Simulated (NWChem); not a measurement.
Molecule: BHICl; SMILES ClBI

Computed with NWChem. Structure relaxed at the PBE-D3(BJ)/def2-SVP level. def2 effective core potentials on I; no spin-orbit coupling. Static field.

For level B3LYP/def2-SVPD:

```
Quantity                          Value
--------------------------------  -----
isotropic polarisability (bohr³)   65.0
anisotropy (bohr³)                 34.3
```

Problem. How do the values read with level LDA (Slater exchange, VWN5)/def2-SVPD instead?

Solution. isotropic polarisability (bohr³): 67.1
anisotropy (bohr³): 37.2
